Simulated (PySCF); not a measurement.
A side-by-side comparison of computed properties.

First species: C2H15NSi4.
Numbering: `[CH3:1][N:2]([CH3:3])[Si@H:4]([SiH3:5])[SiH2:6][SiH3:7]` (hydrogens: H8, H9, H10 on C1; H11, H12, H13 on C3; H14 on Si4; H15, H16, H17 on Si5; H18, H19 on Si6; H20, H21, H22 on Si7)

Cartesian coordinates in Å at the GFN2-xTB level; atoms count from 1:
```xyz
22
C2H15NSi4 angstrom
C     -1.8503   -1.5566    0.6425
N     -0.8497   -0.7229    0.0327
C     -1.1701   -0.4261   -1.3385
Si     0.0198    0.4457    0.9839
Si    -1.2251    2.3499    1.5147
Si     2.0320    0.7222   -0.1444
Si     2.9811   -1.0755   -1.2534
H     -1.5498   -1.7985    1.6581
H     -1.9523   -2.4860    0.0750
H     -2.8335   -1.0682    0.6765
H     -0.3840    0.1815   -1.7834
H     -2.1212    0.1174   -1.4291
H     -1.2573   -1.3550   -1.9105
H      0.2492   -0.3364    2.2211
H     -2.5886    2.3231    0.9623
H     -0.6011    3.5590    0.9636
H     -1.3952    2.5977    2.9510
H      2.9863    1.2665    0.8373
H      1.8936    1.8479   -1.0924
H      3.6089   -2.0282   -0.3330
H      1.9783   -1.8319   -2.0105
H      4.0186   -0.7062   -2.2243
```

Second species: C₈H₁₁OP.
SMILES: `C=Cc1pcoc1C(C)C`

Levels: PBE0/pcSseg-1 for dipole moment, HOMO energy, LUMO energy and HOMO–LUMO gap; GFN2-xTB for rotational constant A and rotational constant C. Geometries: GFN2-xTB. All species are isolated and taken at one optimised geometry, non-relativistic unless stated; the electronic structure was computed with PySCF and density fitting.

The conformers computed, where there is a choice (atom-mapped SMILES and torsion angles):
- `[CH3:1][N:2]([CH3:3])[Si@H:4]([SiH3:5])[SiH2:6][SiH3:7]`: C1–N2–Si4–Si5 -75°, N2–Si4–Si6–Si7 -34°
- `[CH2:1]=[CH:2][c:3]1[p:4][cH:5][o:6][c:7]1[CH:8]([CH3:9])[CH3:10]`: C1–C2–C3–P4 0°, O6–C7–C8–C9 -67°

Values for the first species:

- Dipole moment: 1.16 D
- HOMO energy: -6.26 eV
- LUMO energy: -0.96 eV
- HOMO–LUMO gap: 5.30 eV
- Rotational constant A: 1.486 GHz
- Rotational constant C: 0.530 GHz

(1) Estimate the same properties for the second species, and the change in each.

Answers

(1) 
```csv
property,first,second,second less first
dipole moment,1.16 D,1.85 D,+0.69 D
HOMO energy,-6.26 eV,-6.48 eV,-0.22 eV
LUMO energy,-0.96 eV,-0.98 eV,-0.02 eV
HOMO–LUMO gap,5.30 eV,5.50 eV,+0.20 eV
rotational constant A,1.486 GHz,1.656 GHz,+0.170 GHz
rotational constant C,0.530 GHz,0.675 GHz,+0.145 GHz
```

On the first: The dipole equals about 3.9 × 10⁻³⁰ C·m (1 D = 3.33564 × 10⁻³⁰ C·m).

On the second: In atomic units the dipole is 0.73 e·bohr (1 au = 2.5417 D).
